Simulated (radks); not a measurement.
Species: Cd0.5-. Configuration: [Kr] 4d8.5 5s2 5p2 (fractional occupations, a model configuration). Calculated with a radial shooting solver on a logarithmic mesh with Libxc functionals: Dirac Kohn-Sham, BLYP, spin-unpolarised, spherical densities, finite nucleus; open shells are shared between the two j in proportion to 2j + 1; Fermi nuclear charge, rms radius 4.6087 fm.

Normalised radial functions P(r) = r R(r) (large component), r in bohr:

```
   r/bohr * 4d3/2 (the largest magnitude, 0.95, reaches the edge; | marks zero)
 0.004756                             *
 0.006445                             *
 0.008735                             *
  0.01184                             *
  0.01604                             *
  0.02157                             *
  0.02924                             |*
  0.03962                             |*
   0.0537                             | *
  0.07277                             |   *
  0.09863                             |      *
   0.1326                             |          *
   0.1797                             |             *
   0.2436                             |             *
   0.3301                             |       *
   0.4474                         *   |
   0.6063            *                |
   0.8217  *                          |
    1.105  *                          |
    1.497         *                   |
    2.029                 *           |
     2.75                        *    |
    3.727                           * |
    5.051                             *
    6.791                             *
    9.204                             *
    12.47                             *
```

4d3/2: eigenvalue -17.199 eV, 1 radial node at r = 0.413 bohr, <r> = 1.21 bohr, 90 % of the charge inside 1.89 bohr.
